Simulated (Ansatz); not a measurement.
Cost and result up the ladder for the cluster Mg₃Te₃ (6 atoms). Charge 0, multiplicity 1. Geometry: PBE0-D4/def2-SVP.

```xyz
6

Mg    0.833   -1.245   -1.268
Mg   -0.510   -0.614    1.793
Mg   -0.323    1.852   -0.524
Te    0.507   -2.822    0.804
Te    0.767    0.935   -2.728
Te   -1.274    1.894    1.923
```

Ansatz on 4 threads of Arm Neoverse V2 on a shared host. Times are rough, and most runs start from the orbitals of an earlier one. PBE0-D4/def2-TZVPD serves as the yardstick here, not as an exact answer. Differences are given only for rows in sets of like size (and for xTB, whose basis is part of the method), since another set adds its own error. Binding counts from free atoms at the same level (Mg singlet, Te triplet; other spins of the atoms weren't run), without zero-point energy or a counterpoise term.

In the def2 sets Te takes a core potential; there is no spin–orbit coupling. LC-ωPBE has ω = 0.4 bohr⁻¹. Correlated methods freeze 15 core orbitals; core or outer-core shells of Mg, Te are correlated, in sets that lack core-valence functions. The rows differ in basis, and correlated rows in double-zeta sets carry the largest basis error. The structure comes from a short search, and lower isomers may exist.

Correlated methods converge slowly with the basis, most of all in double-zeta sets.

```tsv
level	functions	wall time	binding energy per atom (eV)	difference from PBE0-D4/def2-TZVPD (eV)
PBE-D4/def2-SVP	132	1.9 s	2.18	–
PBE-D4/def2-TZVP	246	3.4 s	2.16	0.00
PBE0-D4/def2-SVP	132	3.6 s	2.16	–
LC-ωPBE/def2-TZVP	246	6 s	2.10	-0.06
PBE-D4/def2-TZVPD	282	6 s	2.17	0.01
MP2/def2-TZVP	246	8 s	2.16	0.00
PBE0-D4/def2-TZVP	246	9 s	2.16	0.00
r2SCAN-D4/def2-TZVP (with forces)	246	9.5 s	2.23	0.07
PBE0-D4/def2-TZVPD	282	11 s	2.16	0.00
r2SCAN-D4/def2-TZVPD	282	11 s	2.23	0.07
r2SCANh-D4/def2-TZVP	246	12 s	2.21	0.05
RPA@PBE/def2-TZVP	246	14 s	1.80	-0.36
CCSD(T)/def2-SVP	132	20 s	1.90	–
```
